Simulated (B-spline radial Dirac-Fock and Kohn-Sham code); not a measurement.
# How the levels of argon move as electrons are removed

Level of theory: Dirac-Fock ΔSCF + Breit + QED; a radial atomic solver. Each ion is free and in its tabulated ground configuration. Correlation energy is missing from these numbers.

Reference: Ar⁸⁺, [He] 2s2 2p6, with K 3392.0 eV. Shifts from it, in eV (a dash: the subshell is empty, belongs to an open shell averaged over j, or its hole state is left out as unreliable):

```
  ion  configuration        K
 Ar⁹⁺   [He] 2s2 2p5    +79.8
Ar¹⁰⁺   [He] 2s2 2p4   +164.0
Ar¹¹⁺   [He] 2s2 2p3   +252.5
Ar¹²⁺   [He] 2s2 2p2   +345.5
Ar¹³⁺   [He] 2s2 2p1   +442.7
Ar¹⁴⁺       [He] 2s2   +544.2
Ar¹⁵⁺       [He] 2s1        –
Ar¹⁶⁺            1s2   +727.4
Ar¹⁷⁺            1s1  +1034.3
```

Values without a named source are computed, but for edge energies of neutral atoms, which are taken from tables.
